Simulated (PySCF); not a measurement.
SiF₂, SMILES F[Si]F (connectivity only; charge and spin as stated), neutral, multiplicity 1.

Geometry optimised at TPSSh-D3(BJ)/def2-TZVP. The isomer is the one that the SMILES or the coordinates give; other isomers of the formula were not compared.

Calculation: PBE/def2-TZVPD in PySCF.

Symmetry labels are those of the subgroup C2v that the program uses (full group C2v).

Computed valence orbital energies around the gap with their symmetry:
```csv
orbital,symmetry,energy (eV)
HOMO−7,B2,-29.77
HOMO−6,A1,-13.88
HOMO−5,B2,-12.14
HOMO−4,B1,-11.33
HOMO−3,A1,-11.31
HOMO−2,A2,-10.57
HOMO−1,B2,-10.06
HOMO,A1,-7.21
LUMO,B1,-3.09
LUMO+1,B2,-0.72
LUMO+2,A1,-0.32
LUMO+3,A1,0.61
```
